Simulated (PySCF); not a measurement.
# Electronic structure of Li⁺ (lithium, charge +1) at the UHF level

Configuration: 1s2, closed-shell 1S. Calculation: PySCF 2.14, in cc-pVDZ; the non-relativistic Hamiltonian (point nucleus).

| Property | Result |
| --- | --- |
| Total energy | -7.236119 hartree |
| One-electron energy | -8.8868 hartree |
| Hartree (Coulomb) energy | 3.3013 hartree |
| Exchange energy | -1.6507 hartree |
| Kinetic energy | 7.22757 hartree |
| ⟨S²⟩ | 0.0000 |
| ⟨L²⟩ | 0.000 |
| Sum of ⟨r⟩ | 1.145 bohr |
| Sum of ⟨r²⟩ | 0.8915 bohr² |
| Density at the nucleus (Gaussians lack the cusp) | 13.1 bohr⁻³ |
| Langevin diamagnetic susceptibility | -0.706 ×10⁻⁶ cm³/mol |
| Time after the integrals | 0.03 s of wall time on 1 thread of Neoverse-V1 (shared host) |

```tsv
shell	electrons	mean orbital energy (hartree)	rms radius, mean of both spins (bohr)
1s	2	-2.79273	0.668
```
